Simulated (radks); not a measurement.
Question: All-electron atom: the bismuth ion Bi4+ in [Xe] 4f14 5d10 6s1. All-electron calculation, Dirac Kohn-Sham, PBE, spin-unpolarised, spherical densities, finite nucleus; Fermi nuclear charge, rms radius 5.5211 fm. Program: a radial shooting solver on a logarithmic mesh with Libxc functionals. Some entries of the table are withheld. Estimate them.

orbital,occ.,eigenvalue (hartree),<r^2> (bohr^2),r(max) (bohr)
1s1/2,2,-3325.558,(1),0.009661
2s1/2,2,-598.2688,0.005190,0.05643
2p1/2,2,-575.1452,0.003643,0.04119
2p3/2,4,-489.9075,0.004823,0.04902
3s1/2,2,-145.5487,0.03361,0.1588
3p1/2,2,-135.0351,0.03049,0.1478
3p3/2,4,-115.9507,0.03680,0.1636
3d3/2,4,(2),0.02802,0.1269
3d5/2,6,(3),0.02972,0.1312
4s1/2,2,(4),0.1606,0.3564
4p1/2,2,-29.98664,0.1625,0.3537
4p3/2,4,-25.28333,0.1933,0.3855
4d3/2,4,(5),0.1999,0.3763
4d5/2,6,(6),0.2104,0.3859
5s1/2,2,-7.28314,0.7745,0.7718
4f5/2,6,-7.21708,0.2290,0.3399
4f7/2,8,-7.01521,0.2354,0.3443
5p1/2,2,-5.69147,0.8810,0.8071
5p3/2,4,-4.78374,1.065,0.8831
5d3/2,4,-2.54590,1.608,1.013
5d5/2,6,-2.43161,1.711,1.043
6s1/2,1,-1.86922,4.254,1.781

Answer: 
(1) 1s1/2 <r^2> (bohr^2): 0.0003465
(2) 3d3/2 eigenvalue (hartree): -98.62098
(3) 3d5/2 eigenvalue (hartree): -94.57440
(4) 4s1/2 eigenvalue (hartree): -34.57098
(5) 4d3/2 eigenvalue (hartree): -17.80232
(6) 4d5/2 eigenvalue (hartree): -16.92421
